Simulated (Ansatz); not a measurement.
`[GeH3][GeH2][GeH2][GeH2][GeH2][GeH3]` + `OBF` → `FB[O][GeH3]` + `[GeH3][GeH2][GeH2][GeH2][GeH3]`  (cleavage of the Ge–Ge bond)

Computed with Ansatz on PBE0-D4/def2-TZVP structures; ΔE is electronic, products minus reactants. CCSD(T)/CBS adds triple-zeta CCSD(T) − MP2 to the extrapolated MP2 energy (def2 sets, frozen cores). This one scheme is used for every species. DFT in def2-TZVPP. For Ge outer-core shells are correlated without core-valence functions, which leaves a few kJ/mol of doubt a bond. Scalar relativity is left out up to krypton. Each species was taken in one conformer, which may not be the lowest.

(1) Is it downhill or uphill in electronic energy at CCSD(T)/CBS, and by how much? (An estimate is asked.)

(2) What do these levels give: B97M-V, ωB97M-V, B2PLYP, MP2/def2-SVP, HF/def2-QZVPP, CCSD/CBS(def2)? (An estimate is asked.)

Largest T1 diagnostic among the species: 0.013.

Results:

(1) Computed: Uphill: ΔE = +18.7 kJ/mol.

(2) The calculation gave: B97M-V 3.7, ωB97M-V 15.4, B2PLYP 7.9, MP2/def2-SVP 11.3, HF/def2-QZVPP -17.7, CCSD/CBS(def2) 15.8 kJ/mol.

From BLYP to BHLYP (50 % exact exchange), in def2-TZVPP and without D4, ΔE moves by −4.3 kJ/mol. In def2-TZVPP, CCSD(T) changes the Hartree–Fock value by +29.8 kJ/mol (the triples alone add +2.9 kJ/mol) and MP2 by +31.7 kJ/mol.
